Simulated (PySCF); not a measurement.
**Radial density of Al (aluminium, neutral)**

r2SCAN0, [Ne] 3s1 3p2, 3s spin antiparallel (an excited configuration). All numbers are calculated (PySCF 2.14, no relativity, point nucleus, in dyall-acv3z (19s12p6d4f, 113 functions)).

| r (bohr) | 4πr²ρ (e/bohr) | 4πr²(ρα − ρβ) |
| --- | --- | --- |
| 0.00224 | 0.08355 | -0.0002 |
| 0.00377 | 0.2272 | -0.0005 |
| 0.00635 | 0.6011 | -0.0014 |
| 0.0107 | 1.520 | -0.0034 |
| 0.0180 | 3.562 | -0.0079 |
| 0.0302 | 7.343 | -0.0158 |
| 0.0508 | 12.25 | -0.0232 |
| 0.0854 | 14.53 | -0.0138 |
| 0.144 | 10.93 | 0.0269 |
| 0.242 | 8.754 | 0.0485 |
| 0.407 | 12.51 | -0.0011 |
| 0.684 | 9.011 | -0.0019 |
| 1.15 | 2.049 | -0.0501 |
| 1.93 | 1.040 | 0.0194 |
| 3.25 | 0.8072 | 0.3596 |
| 5.47 | 0.1550 | 0.1295 |
| 9.21 | 0.004649 | 0.0046 |

With the s spin flipped the determinant is a mixture of two multiplicities, not a spectroscopic state.
